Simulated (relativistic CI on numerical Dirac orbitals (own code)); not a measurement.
# Forbidden lines of Sb⁴⁶⁺

Method of calculation: Dirac-Coulomb-Breit CI, separate exchange-only KLI orbitals for each configuration, model QED, unscaled Slater integrals (own radial code, finite nucleus).

CI space (outside the closed core 1s2): 2s²2p, 2s2p², 2p³, 2p²3s, 2p²3p, 2p²3d, 2s²3s, 2s²3p, 2s²3d, 2s2p3s, 2s2p3p, 2s2p3d, 2s²4s, 2s²4p, 2s²4d, 2s²4f. Levels of other configurations are missing.

| λ vac (Å) | Lower | Upper | Type | A (s⁻¹) | log gf |
| --- | --- | --- | --- | --- | --- |
| 2.5248 | 2s2p² ⁴P3/2 [4] | 2p²3d ⁴D7/2 [93] | E2 | 6.28e+11 | -2.32 |
| 2.5284 | 2s2p² ⁴P5/2 [9] | 2p²3d ⁴F9/2 [120] | E2 | 8.33e+11 | -2.10 |
| 2.5290 | 2s2p² ⁴P5/2 [9] | 2p²3d ²F7/2 [119] | E2 | 3.48e+11 | -2.57 |
| 2.5290 | 2s2p² ⁴P3/2 [4] | 2p²3d ²G7/2 [92] | E2 | 1.90e+11 | -2.84 |
| 2.5327 | 2s2p² ²D5/2 [5] | 2p²3d ²G9/2 [97] | E2 | 8.30e+11 | -2.10 |
| 2.5447 | 2s2p² ²D5/2 [5] | 2p²3d ²G7/2 [92] | E2 | 3.98e+11 | -2.51 |
| 2.5661 | 2s2p² ²P3/2 [11] | 2p²3d ²F7/2 [119] | E2 | 4.61e+11 | -2.44 |
| 2.5699 | 2s2p² ²D3/2 [6] | 2p²3d ²G7/2 [92] | E2 | 2.27e+11 | -2.75 |
| 2.6306 | 2s2p² ²D5/2 [5] | 2s2p3d ⁴F°9/2 [63] | M2 | 7.96e+08 | -5.08 |
| 2.6440 | 2s2p² ²D3/2 [6] | 2s2p3p ²S1/2 [68] | E2 | 1.83e+11 | -3.42 |
| 2.6466 | 2s2p² ⁴P3/2 [4] | 2s2p3p ⁴D7/2 [52] | E2 | 1.24e+11 | -2.98 |
| 2.6566 | 2s2p² ⁴P1/2 [2] | 2s2p3p ⁴D5/2 [29] | E2 | 1.70e+11 | -2.97 |
| 2.6638 | 2s2p² ²D5/2 [5] | 2s2p3p ⁴D7/2 [52] | E2 | 8.91e+10 | -3.12 |
| 2.7888 | 2s2p² ⁴P5/2 [9] | 2s2p3d ⁴F°9/2 [63] | M2 | 3.98e+09 | -4.33 |
| 2.8186 | 2s2p² ²P3/2 [11] | 2s2p3p ²S1/2 [68] | E2 | 1.64e+11 | -3.41 |
| 2.8261 | 2s2p² ⁴P5/2 [9] | 2s2p3p ⁴D7/2 [52] | E2 | 9.14e+10 | -3.06 |
| 2.8615 | 2s²2p ²P°3/2 [3] | 2s²3p ²P°1/2 [17] | E2 | 3.08e+11 | -3.12 |
| 44.450 | 2s²2p ²P°1/2 [1] | 2s²2p ²P°3/2 [3] | M1 | 9.99e+07 | -3.93 |
| 53.107 | 2s2p² ⁴P1/2 [2] | 2s2p² ⁴P3/2 [4] | M1 | 9.07e+07 | -3.81 |

Terms are leading LS components. Brackets give the number of a level in order of energy, since labels repeat. The list gives strong lines, with weight on those to low levels. Levels whose partners in the same complex of configurations lie outside the list can be far off, and so can their lines. Rates are taken at the computed energies, electric ones in the length gauge.

At this charge energies of transitions that change n are usually good to better than 1 %, and those within a shell (Δn = 0) to a few per cent.

LS names give the leading component of a level, which can be under half, so a name can repeat, a term be missing and a line seem to break the LS rules.
